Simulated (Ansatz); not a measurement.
BNH4OF2, closed shell: harmonic vibrations.

in.yaml

```yaml
crystal:
  periodic: [false, false, false]
  atoms:
    - {symbol: B, position_ang: [-0.630037, -0.559546, -0.017757]}
    - {symbol: O, position_ang: [1.092588, 1.424368, -0.816711]}
    - {symbol: F, position_ang: [-0.151732, -1.210682, -1.080540]}
    - {symbol: F, position_ang: [-1.571756, 0.360047, -0.240791]}
    - {symbol: H, position_ang: [0.330234, 1.961534, -1.047454]}
    - {symbol: N, position_ang: [-0.252074, -0.908642, 1.274396]}
    - {symbol: H, position_ang: [1.278787, 0.907714, -1.604933]}
    - {symbol: H, position_ang: [0.479785, -1.570643, 1.454949]}
    - {symbol: H, position_ang: [-0.575795, -0.404249, 2.078940]}
basis:
  gaussian: {orbitals: def2-TZVP}
hamiltonian: {xc: pbe0, dispersion: d4}
phonons: {temperatures: {t_min: 298.15, t_max: 900, t_step: 200}}
```

Command:

```bash
ansatz run in.yaml --threads 4 --pin off --events-out ev --progress --plain --max-ram 9574MiB
```

What Ansatz 0.2.0 printed:

```
Functional definition: PBE0
  name "PBE0"
  cite "Adamo & Barone, J. Chem. Phys. 110, 6158 (1999) doi:10.1063/1.478522"
  cite "Perdew, Burke & Ernzerhof, Phys. Rev. Lett. 77, 3865 (1996) doi:10.1103/PhysRevLett.77.3865"
  parent pbe
  parameter a = 0.25
  parameter kappa = 0.804
  parameter beta = 0.06672455060314922
  exchange = (1 - a)*pbe_x(kappa = kappa, mu = beta*pi^2/3) + a*exact_x
  correlation = pbe_c(beta = beta)
963 factors; their error is unknown
mean field evaluation 1: about -9701.3145 eV, gradient 7.9e1 eV
mean field evaluation 2: about -9692.7690 eV, gradient 1.0e2 eV
mean field evaluation 4: about -9711.2426 eV, gradient 4.2e0 eV
mean field evaluation 8: about -9711.2954 eV, gradient 2.9e-2 eV
mean field -9711.29539644 eV, -356.8835232667 hartree, gradient 1.0e-5 eV, S^2 0.000000; 0 other end points of the search recorded, 0 dependent functions left out
the calculation of the forces begins
reference -9711.29542559 eV, -356.8835243381 hartree; 21, 21 occupied and 158, 158 virtual orbitals, 963 factors
these checks for a lower state are left out or cut short: stability, starts, cluster_reference, orbital_swaps, neighbouring_geometries, increment
963 factors; their error is unknown
mean field evaluation 16: about -9711.2656 eV, gradient 4.1e-1 eV
Total energy: -9711.39328752 eV, -356.8871206976 hartree
Atom 0 at    -0.630037    -0.559546    -0.017757 Å, force    -0.000496     0.003775     0.000913 eV/Å
Atom 1 at     1.092588     1.424368    -0.816711 Å, force     0.000872     0.001273     0.002357 eV/Å
Atom 2 at    -0.151732    -1.210682    -1.080540 Å, force    -0.001037     0.001000     0.002022 eV/Å
Atom 3 at    -1.571756     0.360047    -0.240791 Å, force     0.001523    -0.004342     0.000326 eV/Å
Atom 4 at     0.330234     1.961534    -1.047454 Å, force    -0.002545     0.001572     0.001343 eV/Å
Atom 5 at    -0.252074    -0.908642     1.274396 Å, force    -0.000363     0.001573    -0.004091 eV/Å
Atom 6 at     1.278787     0.907714    -1.604933 Å, force     0.002231    -0.003339    -0.003652 eV/Å
Atom 7 at     0.479785    -1.570643     1.454949 Å, force    -0.000720    -0.000766     0.001137 eV/Å
Atom 8 at    -0.575795    -0.404249     2.078940 Å, force     0.000534    -0.000746    -0.000356 eV/Å
Dipole moment:     0.059443    -0.028846     0.152672 e Å
Vibrations: 60.53 79.41 113.54 118.61 248.35 255.30 381.06 416.66 472.58 523.51 636.39 868.99 907.90 1409.00 1458.64 1631.43 1638.01 3655.01 3757.56 3842.51 3945.04 cm⁻¹, zero-point energy 1.637834 eV

[the SCF lines of later steps are left out]
```

Hardware: 4 CPU threads of an Intel Xeon, shared host. Wall time about 3 min.
